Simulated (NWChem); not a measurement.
Molecule: Si$_{2}$H$_{3}$I, singlet; SMILES [SiH3][Si]I

All runs: NWChem. Low-valent species are run as closed-shell singlets; no triplet was tried in these runs. The geometry was optimised at PBE0/def2-SVP. def2 effective core potentials on I; no spin-orbit coupling. Level r2SCAN/def2-SVP: energy and gradient on several grids; changes count from the extra-fine grid, which is no exact limit either.

Which is the coarsest grid (xcoarse; xfine; fine; medium; coarse) from which on the energy stays within 500 μHa and each gradient component within 500 μHa/bohr of xfine?

coarse.
```tsv
grid	size of the energy change (μHa)	largest change of a gradient component (μHa/bohr)	time, medium = 1 (rough)
xcoarse	800	1000	about 1
coarse	< 10	200	about 1
medium	20	50	about 1
fine	< 10	40	about 1
xfine	< 10	< 30	2
```
